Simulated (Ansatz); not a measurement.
Two structures of BH4ClO2, closed shell, reached by relaxing down either side of one saddle point (PBE0-D4/def2-TZVP). Energies are electronic, without zero-point energy. Ansatz 0.2.0; basis: def2-TZVPP and def2-QZVPP; cores frozen in the correlated methods. Extrapolation: Hartree–Fock as exp(−7.88 √X), correlation as X^−2.97. First:

```tsv
atom	x (Å)	y (Å)	z (Å)
B1	0.2428	0.7639	0.1500
Cl2	1.4592	0.4647	1.4023
O3	0.6731	0.9987	-1.1063
O4	-1.0804	0.7611	0.4489
H5	0.3747	-2.3411	-0.1879
H6	-0.3500	-2.3742	-0.3646
H7	-0.0560	1.1474	-1.7157
H8	-1.2634	0.5795	1.3732
```

Second:

B1  (-0.789, 0.013, 0.031)
Cl2  (3.080, -1.270, 0.649)
O3  (0.508, 0.336, -0.235)
O4  (-1.766, 0.828, -0.437)
H5  (2.022, -0.613, 0.288)
H6  (-1.003, -0.977, 0.666)
H7  (0.600, 1.144, -0.751)
H8  (-2.652, 0.538, -0.211)
(Å)

(1) Which bonds change from the first to the second?

(2) Give the saddle point's structure and its height above each. (An estimate is asked for; the value comes from the calculation.)

No T1 diagnostic of these runs exceeds 0.013.

## Answers

(1) BH₂ClO₂ ([OH][B]([OH])[Cl]) + H₂ → BH₃O₂ ([OH][BH][OH]) + HCl; bonds formed: B1–H6, Cl2–H5; bonds broken: B1–Cl2, H5–H6.

(2) By the calculation: 47.87 kcal/mol above the first and 37.68 kcal/mol above the second (CCSD(T) at an estimated basis limit (MP2 extrapolated from triple and quadruple zeta, plus CCSD(T) − MP2 in triple zeta)).
B1  (-0.117, 0.002, -0.215)
Cl2  (1.507, -0.183, 1.321)
O3  (0.367, 0.394, -1.415)
O4  (-1.179, 0.571, 0.415)
H5  (0.573, -1.148, 0.370)
H6  (-0.129, -1.354, -0.246)
H7  (0.208, 1.327, -1.586)
H8  (-1.230, 0.390, 1.356)
(Å)

Labels in which every atom is bracketed show which atoms are joined, not bond orders.

For scale, one of the runs: CCSD(T)/def2-TZVPP, 191 basis functions, launched by `ansatz run in.yaml --threads 2 --pin off --events-out ev --progress --plain --max-ram 4352MiB`. Time: 53 s of wall clock on 2 CPU threads of an Arm Neoverse V2; the host was shared. Peak host memory: 2.2 GiB.
